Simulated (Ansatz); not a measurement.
# Cost against result

Saddle point of TiH2OF4, closed shell (TiF₄ ([F][Ti]([F])([F])[F]) + H₂O → TiHOF₃ ([OH][Ti]([F])([F])[F]) + HF (still joined by a long Ti–F bond); bonds formed: F2–H6; dative contacts that become bonds: Ti1–O7; bonds broken: H6–O7; bonds weakened to dative contacts: Ti1–F2), PBE0-D4/def2-TZVP structure:

```json
{"atom": "Ti1", "x (Å)": "-0.4939", "y (Å)": "-0.1296", "z (Å)": "-0.4757"}
{"atom": "F2", "x (Å)": "0.4661", "y (Å)": "-1.4087", "z (Å)": "0.8731"}
{"atom": "F3", "x (Å)": "0.1138", "y (Å)": "-1.0870", "z (Å)": "-1.7941"}
{"atom": "F4", "x (Å)": "-2.0729", "y (Å)": "-0.6233", "z (Å)": "0.0530"}
{"atom": "F5", "x (Å)": "-0.7996", "y (Å)": "1.3829", "z (Å)": "-1.2976"}
{"atom": "H6", "x (Å)": "0.8774", "y (Å)": "-0.4084", "z (Å)": "1.1313"}
{"atom": "O7", "x (Å)": "0.6600", "y (Å)": "0.7635", "z (Å)": "0.8122"}
{"atom": "H8", "x (Å)": "1.2492", "y (Å)": "1.5106", "z (Å)": "0.6979"}
```

Barriers are electronic and count from the start structure reached by relaxing down the imaginary mode.

Computed with Ansatz 0.2.0 (basis: as named in each row); correlated methods freeze the cores. B3LYP uses VWN-RPA correlation. Extrapolation: Hartree–Fock as exp(−7.88 √X), correlation as X^−2.97.

Times are rough, for one single point on 8 threads of a shared host (Arm Neoverse V2).

The estimate by CCSD(T) at an estimated basis limit (MP2 extrapolated from triple and quadruple zeta, plus CCSD(T) − MP2 in triple zeta) is 91.3 kJ/mol.

```
      method       basis  time (s)  barrier (kJ/mol)  method less estimate
          HF      STO-3G   under 1              85.7                  -5.6
      PBE-D4      STO-3G   under 1               3.9                 -87.4
       SPW92    def2-SVP   under 1              46.8                 -44.5
      PBE-D4    def2-SVP   under 1              71.3                 -20.1
    B3LYP-D4       6-31G   under 1              75.2                 -16.2
     PBE0-D4    def2-SVP   under 1              82.4                  -8.9
       SPW92  def2-TZVPP   under 1              55.9                 -35.4
      PBE-D4  def2-TZVPP         2              79.0                 -12.3
     BLYP-D4  def2-TZVPP         2              86.5                  -4.8
    BHLYP-D4  def2-TZVPP         2             101.8                  10.5
     PBE0-D4  def2-TZVPP         2              87.3                  -4.0
    B3LYP-D4  def2-TZVPP         2              91.7                   0.4
CAM-B3LYP-D4  def2-TZVPP         2              90.4                  -1.0
   r2SCAN-D4  def2-TZVPP         3              85.5                  -5.8
  r2SCAN0-D4  def2-TZVPP         3              90.7                  -0.7
     wB97M-V    def2-SVP         4              87.2                  -4.1
      B2PLYP  def2-TZVPP         4              92.4                   1.1
    PBE-QIDH  def2-TZVPP         4              91.2                  -0.1
      B97M-V  def2-TZVPP         6             100.6                   9.3
     wB97X-V  def2-TZVPP         6              94.5                   3.2
  RPA on PBE  def2-TZVPP         6              92.4                   1.1
     wB97M-V  def2-TZVPP         6              93.8                   2.5
     CCSD(T)    def2-SVP         8              97.5                   6.1
         MP2  def2-QZVPP        11              88.1                  -3.2
     CCSD(T)  def2-TZVPP       240              92.7                   1.4
```

All methods are single points on the PBE0-D4 structures.

T1 diagnostic: at most 0.023.

The step is the kind of ligand exchange by which a precursor binds to a hydroxyl group, or is hydrolysed, in atomic layer deposition of oxides.

Labels in which every atom is bracketed show which atoms are joined, not bond orders.
